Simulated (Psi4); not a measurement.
C2H6AlBrFN (SMILES C[N](C)[Al]([F])[Br]), singlet, geometry from GFN2-xTB (such geometries of metal compounds can be far from the true shape); HF/def2-TZVP in Psi4 1.11.

The Psi4 input:
```
memory 2 GB

molecule {
0 1
Al    0.46211089    0.00048313   -0.50700054
F     1.78288337   -0.25614453   -1.45362150
Br    0.30102223   -0.94742652    1.51539011
N    -0.85162127    1.04684533   -1.10603723
C    -0.78717125    1.68137928   -2.41232319
C    -2.07154783    1.36223198   -0.38428172
H    -1.62148385    1.35926055   -3.04441823
H    -0.82714561    2.77183192   -2.31906434
H     0.14867426    1.40520444   -2.89934232
H    -2.15696427    2.44156048   -0.21975997
H    -2.95124244    1.02909594   -0.94505900
H    -2.06734460    0.86241004    0.58448040
}

set {
  basis def2-tzvp
}

energy('scf')
print_variables()
```

Question: Predict the main parts of the log of this Psi4 run.

Answer: 
```
   => Loading Basis Set <=

    Name: DEF2-TZVP
    Role: ORBITAL
    Keyword: BASIS

         ---------------------------------------------------------
                                   SCF
               by Justin Turney, Rob Parrish, Andy Simmonett
                          and Daniel G. A. Smith
                              RHF Reference
         ---------------------------------------------------------

  ==> Geometry <==

    Molecular point group: c1
    Full point group: C1

    Geometry (in Angstrom), charge = 0, multiplicity = 1:

       Center              X                  Y                   Z               Mass
    ------------   -----------------  -----------------  -----------------  -----------------
         AL           0.377369130337     0.109946485529    -0.627370998693    26.981538530000
         F            1.698141610337    -0.146681174471    -1.573991958693    18.998403162730
         BR           0.216280470337    -0.837963164471     1.395019651307    78.918337600000
         N           -0.936363029663     1.156308685529    -1.226407688693    14.003074004430
         C           -0.871913009663     1.790842635529    -2.532693648693    12.000000000000
         C           -2.156289589663     1.471695335529    -0.504652178693    12.000000000000
         H           -1.706225609663     1.468723905529    -3.164788688693     1.007825032230
         H           -0.911887369663     2.881295275529    -2.439434798693     1.007825032230
         H            0.063932500337     1.514667795529    -3.019712778693     1.007825032230
         H           -2.241706029663     2.551023835529    -0.340130428693     1.007825032230
         H           -3.035984199663     1.138559295529    -1.065429458693     1.007825032230
         H           -2.152086359663     0.971873395529     0.464109941307     1.007825032230

  Running in c1 symmetry.

  Rotational constants: A =      0.09444  B =      0.03461  C =      0.02557 [cm^-1]
  Rotational constants: A =   2831.25759  B =   1037.46480  C =    766.56799 [MHz]
  Nuclear repulsion =  486.343866807661186

  Charge       = 0
  Multiplicity = 1
  Electrons    = 82
  Nalpha       = 41
  Nbeta        = 41

  ==> Algorithm <==

  SCF Algorithm Type is DF.
  DIIS enabled.
  MOM disabled.
  Fractional occupation disabled.
  Guess Type is SAD.
  Energy threshold   = 1.00e-06
  Density threshold  = 1.00e-06
  Integral threshold = 1.00e-12

  ==> Primary Basis <==

  Basis Set: DEF2-TZVP
    Blend: DEF2-TZVP
    Number of shells: 97
    Number of basis functions: 245
    Number of Cartesian functions: 277
    Spherical Harmonics?: true
    Max angular momentum: 3

   => Loading Basis Set <=

    Name: (DEF2-TZVP AUX)
    Role: JKFIT
    Keyword: DF_BASIS_SCF

  ==> Integral Setup <==

  SCF_SUBTYPE=INCORE selected. In-core MEM_DF algorithm will be used.
  Using in-core AOs.

  ==> MemDFJK: Density-Fitted J/K Matrices <==

    J tasked:                   Yes
    K tasked:                   Yes
    wK tasked:                   No
    Algorithm:                 Core
    Schwarz Cutoff:           1E-12
    Mask sparsity (%):       9.0862
    Fitting Condition:        1E-10

   => Auxiliary Basis Set <=

  Basis Set: (DEF2-TZVP AUX)
    Blend: DEF2-UNIVERSAL-JKFIT
    Number of shells: 234
    Number of basis functions: 806
    Number of Cartesian functions: 1010
    Spherical Harmonics?: true
    Max angular momentum: 5

  Minimum eigenvalue in the overlap matrix is 7.6089097089E-04.
  Reciprocal condition number of the overlap matrix is 8.7613254617E-05.
    Using symmetric orthogonalization.

  ==> Pre-Iterations <==

  SCF Guess: Superposition of Atomic Densities via on-the-fly atomic UHF (no occupation information).

   -------------------------
    Irrep   Nso     Nmo
   -------------------------
     A        245     245
   -------------------------
    Total     245     245
   -------------------------

  ==> Iterations <==

                           Total Energy        Delta E     RMS |[F,P]|

   @DF-RHF iter SAD: -3045.04029355939565   -3.04504e+03   0.00000e+00
   @DF-RHF iter   1: -3047.34271025138514   -2.30242e+00   5.53052e-03 DIIS/ADIIS
   @DF-RHF iter   2: -3047.62168980346360   -2.78980e-01   3.18129e-03 DIIS/ADIIS
   @DF-RHF iter   3: -3047.73294209262804   -1.11252e-01   2.33011e-04 DIIS/ADIIS
   @DF-RHF iter   4: -3047.73491442136037   -1.97233e-03   1.09159e-04 DIIS/ADIIS
   @DF-RHF iter   5: -3047.73527097064698   -3.56549e-04   1.94514e-05 DIIS
   @DF-RHF iter   6: -3047.73529318348255   -2.22128e-05   5.48512e-06 DIIS
   @DF-RHF iter   7: -3047.73529501577332   -1.83229e-06   1.85482e-06 DIIS
   @DF-RHF iter   8: -3047.73529522795889   -2.12186e-07   8.13665e-07 DIIS
  Energy and wave function converged.

  ==> Post-Iterations <==

    Orbital Energies [Eh]
    ---------------------

    Doubly Occupied:

[...]
    Virtual:

[...]
    Final Occupation by Irrep:
              A
    DOCC [    41 ]
    NA   [    41 ]
    NB   [    41 ]

  @DF-RHF Final Energy: -3047.73529522795889

   => Energetics <=

    Nuclear Repulsion Energy =            486.3438668076611862
    One-Electron Energy =               -5210.2761407930302084
    Two-Electron Energy =                1676.1969787574096244
    Total Energy =                      -3047.7352952279588862

Computation Completed

Properties will be evaluated at   0.000000,   0.000000,   0.000000 [a0]

Properties computed using the SCF density matrix

 Multipole Moments:

 ------------------------------------------------------------------------------------
     Multipole            Electronic (a.u.)      Nuclear  (a.u.)        Total (a.u.)
 ------------------------------------------------------------------------------------

 L = 1.  Multiply by 2.5417464519 to convert [e a0] to [Debye]
 Dipole X            :         12.4984913          -13.1313747           -0.6328834
 Dipole Y            :        -16.4839634           16.9621725            0.4782091
 Dipole Z            :         18.4141084          -18.6523108           -0.2382024
 Magnitude           :                                                    0.8282305

 ------------------------------------------------------------------------------------

  Variable Map:
  ----------------------------------------------------------------------------
[...]
  Array Variable Map:
  ----------------------------------------------------------------------------
[...]
[...]
```
